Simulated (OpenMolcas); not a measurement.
An atom or ion with 22 electrons was computed by MS-CASPT2, IPEA 0.25 Eh, imaginary shift 0.1 Eh with spin-orbit coupling (OpenMolcas, ANO-RCC-VTZP, DKH2). The lowest levels that the run gave, each within 12 % of the measured value where one is at hand:

```tsv
J	Parity	E (eV)	g
0	even	0.0000	
1	even	0.0274	1.501
2	even	0.0799	1.501
3	even	0.1539	1.501
4	even	0.2461	1.501
0	even	3.564	
4	even	3.713	0.810
1	even	3.731	1.499
5	even	3.775	1.037
6	even	3.842	1.166
2	even	4.004	1.492
2	even	4.011	0.675
```

Problem. Which ion is it, and what are the configurations and terms?

Solution. Co VI (Z = 27, charge +5; active space 4 electrons in 5 orbitals (3d)). J, parity and g give the terms where levels are pure, and mixed ones are named by the computed weights; the size of the splittings, set against known spectra of the 22-electron sequence, gives the charge. In order, with the measured energies in eV (Sugar and Corliss, J. Phys. Chem. Ref. Data 10, 1097 (1981)): 3d4 5D0, 3d4 5D1 (0.0253), 3d4 5D2 (0.0730), 3d4 5D3 (0.1394), 3d4 5D4 (0.2209), 3d4 3P0(1) (3.3682), 3d4 3H4 (3.5183), 3d4 3P1(1) (3.5288), 3d4 3H5 (3.5715), 3d4 3H6 (3.6245), 3d4 3P2(1) (3.7823), 3d4 3F2(1) (3.7883).

CASPT2 does not keep the components of a term degenerate, so their means are used; among the terms shown or strongly mixed into the levels shown the widest spread is 210 cm-1 (3d4 3H). Terms from blocks run as CI alone lack orbitals of their own. Computed and measured levels are paired by configuration, term and J; levels that our copy of the source lacks, or whose pairing is in doubt (as where it misses far off the trend of its configuration), stay unpaired and out of the deviations. Levels of configurations outside the active space are missing.

A number in round brackets counts repeated terms of one configuration in the order of the reference energies.
